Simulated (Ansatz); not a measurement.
Total energies of Ti₅O₁₇H₁₄, a hydroxylated oxide cluster from Ansatz at HF/def2-TZVP, gas phase (1 Eh = 27.2114 eV = 2625.5 kJ/mol). The reference geometry is relaxed at PBE-D4/def2-SVP.

```xyz
36

Ti   -0.740    2.668    1.178
Ti    1.379    1.049   -0.771
Ti   -1.591    1.736   -1.900
Ti   -1.240   -1.580    1.546
Ti    1.865   -2.024   -0.696
O    -2.206   -2.374    2.842
O    -2.338   -0.697    0.408
O    -0.070   -0.423    2.298
O    -1.106    1.903    2.833
O    -0.833    4.460    1.248
O     1.118   -3.281   -1.735
O    -0.197   -2.775    0.635
O     0.559   -0.610   -1.371
O     2.376   -3.077    0.767
O     1.983   -0.383    0.532
O    -1.914    1.978   -0.075
O    -1.920   -0.049   -2.241
O     0.872    2.149    0.681
O    -2.465    2.863   -3.003
O     3.373   -1.494   -1.615
O     0.165    1.908   -1.969
O     2.987    1.245   -1.488
H    -3.169   -2.508    2.872
H    -2.390    0.301    0.394
H    -0.379    0.421    2.754
H    -1.424    2.355    3.634
H    -0.126    5.113    1.100
H     0.218   -3.625   -1.579
H     0.604   -3.219    1.037
H    -0.221   -0.607   -1.995
H     2.883   -2.589    1.443
H     1.356   -0.360    1.313
H    -2.224   -0.561   -1.444
H    -2.129    3.611   -3.526
H     3.517   -1.876   -2.502
H     3.428    0.354   -1.606
```

| state | geometry | energy (Eh) |
| --- | --- | --- |
| charge 0 singlet | reference | -5524.46401 |
| charge 1 doublet | reference | -5524.11099 |
| charge -1 doublet | reference | -5524.51639 |
| free Ti atom (triplet) | – | -848.39462 |
| free O atom (triplet) | – | -74.81563 |
| free H atom (doublet) | – | -0.49981 |

Single mean-field runs in def2-TZVP are fitted with def2-universal-jkfit.

Work out the vertical ionisation energy to the doublet.

E(charge 1 doublet) − E(charge 0 singlet) = -5524.11099 − (-5524.46401) = 0.35302 Eh = 9.61 eV. For comparison, −ε of the highest occupied level is 12.87 eV at this level, 3.26 eV more.

Work out the vertical electron affinity, to the doublet.

E(charge 0 singlet) − E(charge -1 doublet) = -5524.46401 − (-5524.51639) = 0.05238 Eh = 1.43 eV. The basis lacks diffuse functions, which makes affinities too small.

Give the fundamental gap IE − EA, the Mulliken electronegativity (IE + EA)/2 and the hardness (IE − EA)/2.

From the values in Eh: IE − EA = 0.35302 − 0.05238 = 0.30064 Eh = 8.18 eV; (IE + EA)/2 = 5.52 eV; (IE − EA)/2 = 4.09 eV. The HOMO–LUMO gap of the same run is 14.41 eV, 6.23 eV larger than the fundamental gap.

What is the binding energy per atom against free atoms?

Atoms: 5 × (-848.39462) + 17 × (-74.81563) + 14 × (-0.49981) = -5520.83615 Eh. Binding: -5520.83615 − (-5524.46401) = 3.62786 Eh = 98.72 eV, or 2.74 eV for each of 36 atoms (no zero-point energy, no counterpoise term).
